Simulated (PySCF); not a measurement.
**Bond curve of AsS⁺**

Set-up: As def2-SVP, S def2-SVP; no relativity (PySCF 2.14). Energies in eV from As⁺ + S in their ground configurations at the same level. State: ¹Σ⁺ (singlet), closed shell.

All columns are PBE. A positive dipole points towards S; it is taken about the centre of mass and depends on that origin.

```csv
R (Å),E (eV),μ (D),Mulliken charge on As (basis-dependent),HOMO (eV),LUMO (eV),Mayer bond order,⟨S²⟩
1.677,-3.999,0.24,0.62,-15.36,-10.46,2.77,0.00
1.755,-5.270,0.08,0.65,-15.42,-10.67,2.76,0.00
1.833,-6.000,-0.08,0.68,-15.45,-10.88,2.76,0.00
1.891,-6.286,-0.19,0.69,-15.31,-11.02,2.76,0.00
1.950,-6.404,-0.29,0.71,-15.08,-11.15,2.76,0.00
2.009,-6.393,-0.38,0.72,-14.86,-11.28,2.76,0.00
2.087,-6.231,-0.48,0.73,-14.60,-11.42,2.77,0.00
2.184,-5.869,-0.58,0.74,-14.30,-11.59,2.77,0.00
2.301,-5.302,-0.68,0.75,-13.99,-11.75,2.78,0.00
2.457,-4.513,-0.44,0.72,-13.59,-11.86,2.34,0.52
```

A fit through these points gives, at Re = 1.973 Å, μ = -0.32 D and dμ/dR = -1.55 D/Å; the reduced mass is 22.41 u.

How strong is the fundamental in the double-harmonic approximation, I = 42.26·(dμ/dR)²/μred km/mol?

I = 42.26·(-1.55)²/22.41 = 4.53 km/mol at PBE.

The closed-shell solution turns unstable on stretching: from about 2.46 Å a spin-polarised solution lies lower.

⟨S²⟩ of the unrestricted solution departs from its pure value on part of the curve, where spin states mix. For an ion De counts to the pair picked by the measured ionisation energies or electron affinities, which need not be the lowest pair at this level.
